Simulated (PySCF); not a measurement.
SMILES [SiH3][SiH2][SiH2]S, singlet, GFN2-xTB optimised geometry.

```
12

Si     2.10    -0.79     0.00
Si    -0.22    -0.79     0.00
Si    -1.23     1.28     0.00
S     -0.29     2.39    -1.61
H      2.62    -0.38     1.31
H      2.66    -2.12    -0.28
H      2.64     0.13    -1.00
H     -0.75    -1.56    -1.14
H     -0.77    -1.49     1.18
H     -1.00     2.12     1.18
H     -2.66     1.40    -0.28
H     -0.94     3.53    -1.42
```

Density from PBE0/def2-TZVP in PySCF at that geometry.

Minimum of the electron density along straight lines between bonded atoms, close to the bond critical point (lines longer than 1.1 times the sum of covalent radii, or with two minima, are not listed):

```json
[
 {"bond": "Si1–Si2", "length / Å": "2.322", "ρ at the minimum / e bohr⁻³": "0.094", "∇²ρ there / e bohr⁻⁵": "-0.17", "position (fraction from the first atom)": "0.46"},
 {"bond": "Si2–Si3", "length / Å": "2.313", "ρ at the minimum / e bohr⁻³": "0.095", "∇²ρ there / e bohr⁻⁵": "___", "position (fraction from the first atom)": "0.37"},
 {"bond": "Si3–S4", "length / Å": "2.169", "ρ at the minimum / e bohr⁻³": "0.093", "∇²ρ there / e bohr⁻⁵": "0.09", "position (fraction from the first atom)": "0.36"},
 {"bond": "Si1–H5", "length / Å": "1.466", "ρ at the minimum / e bohr⁻³": "0.122", "∇²ρ there / e bohr⁻⁵": "0.19", "position (fraction from the first atom)": "0.49"},
 {"bond": "Si1–H6", "length / Å": "1.465", "ρ at the minimum / e bohr⁻³": "0.123", "∇²ρ there / e bohr⁻⁵": "0.19", "position (fraction from the first atom)": "0.49"},
 {"bond": "Si1–H7", "length / Å": "1.462", "ρ at the minimum / e bohr⁻³": "0.124", "∇²ρ there / e bohr⁻⁵": "0.20", "position (fraction from the first atom)": "0.49"},
 {"bond": "Si2–H8", "length / Å": "1.472", "ρ at the minimum / e bohr⁻³": "0.121", "∇²ρ there / e bohr⁻⁵": "0.18", "position (fraction from the first atom)": "0.49"},
 {"bond": "Si2–H9", "length / Å": "1.473", "ρ at the minimum / e bohr⁻³": "0.120", "∇²ρ there / e bohr⁻⁵": "0.20", "position (fraction from the first atom)": "0.49"},
 {"bond": "Si3–H10", "length / Å": "1.465", "ρ at the minimum / e bohr⁻³": "0.124", "∇²ρ there / e bohr⁻⁵": "0.18", "position (fraction from the first atom)": "0.49"},
 {"bond": "Si3–H11", "length / Å": "1.465", "ρ at the minimum / e bohr⁻³": "0.124", "∇²ρ there / e bohr⁻⁵": "0.18", "position (fraction from the first atom)": "0.49"},
 {"bond": "S4–H12", "length / Å": "1.322", "ρ at the minimum / e bohr⁻³": "0.222", "∇²ρ there / e bohr⁻⁵": "___", "position (fraction from the first atom)": "0.63"}
]
```

**Question.** Complete the blanks.

**Answer.** 
- Si2–Si3, ∇²ρ there / e bohr⁻⁵: -0.14
- S4–H12, ∇²ρ there / e bohr⁻⁵: -0.66
